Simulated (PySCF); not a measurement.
## In+ (indium, charge +1) across methods

[Kr] 4d9 5s2 5p1, one real determinant (an excited configuration). All numbers are calculated (PySCF 2.14, the spin-free X2C one-electron Hamiltonian (Gaussian nucleus), in aug-cc-pwCVTZ-DK3 with one added diffuse shell each of s, p, d, f type (11s10p8d5f1g, 125 functions)).

```
method  E (hartree)  mean ε 5s α (eV)  mean ε 5s β (eV)  mean ε 5p α (eV)  Σ⟨r²⟩ (bohr²)   ⟨S²⟩
revPBE     -5879.68           -17.598           -16.646           -10.719          46.07  2.003
r2SCAN     -5879.83           -17.978           -16.922           -11.059          45.94  2.006
  PBE0     -5879.50           -18.859           -17.628           -11.752          46.03  2.004
   PBE     -5879.43           -17.685           -16.779           -10.741          46.06  2.002
   LDA     -5873.98           -17.994           -17.188           -10.804          45.88  2.001
   UHF  -5877.18531           -21.535           -19.120           -14.187          46.75  2.013
   M06     -5879.96           -18.776           -18.149           -11.416          46.06  2.002
```

**Question.** Estimate the same row for r2SCANh.

**Answer.** E (hartree) = -5879.82; mean ε 5s α (eV) = -18.427; mean ε 5s β (eV) = -17.266; mean ε 5p α (eV) = -11.426; Σ⟨r²⟩ (bohr²) = 45.95; ⟨S²⟩ = 2.006.

⟨L²⟩ = 8.01 against 12 for a pure F term, so this real determinant mixes terms.
